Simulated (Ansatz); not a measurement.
```xyz
2

F    -0.0298   -0.0039   -0.6483
F     0.0402    0.0001    0.7179
```

Basis set: 6-31G (spherical functions). Correlated methods keep 2 orbitals frozen. Charge 0, multiplicity 1.

Computed with Ansatz (development build ahead of 0.2.0); each method stands on the lowest determinant of its kind that the runs found. Restricted open shells among the atoms or ions are ROHF, correlated in semicanonical orbitals with singles.

Task: Give the atomization energy at this shape (free ground-state atoms in the same class of orbitals less the molecule, no zero-point energy) of singlet F₂ by RHF-MP2, RHF.

Result:

```tsv
method	atomization energy
RHF-MP2	14.66 kcal/mol
RHF	-47.77 kcal/mol
```

Caution for RHF: the molecule lies well above its atoms at this level.

This basis has no polarisation functions and is too small for such energies, which can lie far from measured ones in either direction.
